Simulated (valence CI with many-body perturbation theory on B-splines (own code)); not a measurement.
Basis-set convergence for Lu³⁰⁺

Calculated by configuration interaction combined with many-body perturbation theory (CI+MBPT): five valence electrons over a frozen Dirac-Fock core [Kr], radial functions for each j: 7 s, 7 p, 8 d, 6 f, 4 g, 1 h, with the one-electron correlation potential Σ1 (screened to all orders), the two-electron term Σ2, the three-electron term Σ3, Breit, model QED; selected single and double excitations, second order for the rest, scaled by the run's own slope (own B-spline code, finite nucleus).

The last digits are not significant, and no measured levels were compared; by estimate large intervals hold to a few tenths of a per cent, small ones and those within an open d or f shell to about a per cent. Among the levels kept, up to 420 cm⁻¹ of a level comes from second order outside the variational space, and about a tenth of that is noise between levels of different J, which matters for small intervals. Only levels of the ground parity were solved; by the run's estimate the other parity begins above the list, which can be wrong where configurations are misplaced.

The reference run has the lowest level (4d3/2^4 4d5/2) J=5/2 and an ionisation energy of 1179.16 eV. Its largest variational space holds 20000 state functions.

Levels are named by their leading jj configuration (3d3/2^4 stands for four electrons in 3d with j = 3/2), which in mixed levels can hold well under half, so a name can repeat and another be missing. Letters in brackets count levels of one name in rising energy.

Changed runs:
A. basis 6 s, 6 p, 5 d, 5 f, 1 g
B. basis 5 s, 5 p, 4 d, 4 f

Excitation energies of the reference run in cm⁻¹, and shifts in cm⁻¹:

| Level | Reference | A | B |
| --- | --- | --- | --- |
| (4d3/2^3 4d5/2^2) J=5/2 [a] | 77265 | -164 | -288 |
| (4d3/2^3 4d5/2^2) J=7/2 [a] | 112160 | -10 | +502 |
| (4d3/2^3 4d5/2^2) J=3/2 [a] | 115669 | +11 | +474 |
| (4d3/2^3 4d5/2^2) J=11/2 | 119244 | +56 | +484 |
| (4d3/2^3 4d5/2^2) J=9/2 | 129798 | +15 | +741 |
| (4d3/2^3 4d5/2^2) J=5/2 [b] | 136149 | +4.8 | +849 |
| (4d3/2^3 4d5/2^2) J=1/2 | 141990 | +40 | +818 |
| (4d3/2^3 4d5/2^2) J=7/2 [b] | 151854 | +118 | +1255 |
| (4d3/2^3 4d5/2^2) J=3/2 [b] | 188714 | +199 | +1328 |
| (4d3/2^2 4d5/2^3) J=5/2 [a] | 189502 | -74 | +164 |
| (4d3/2^2 4d5/2^3) J=7/2 [a] | 209057 | -112 | +440 |
| (4d3/2^2 4d5/2^3) J=11/2 | 214011 | -27 | +373 |
| Ionisation energy (eV) | 1179.16 | -0.07 | -0.17 |
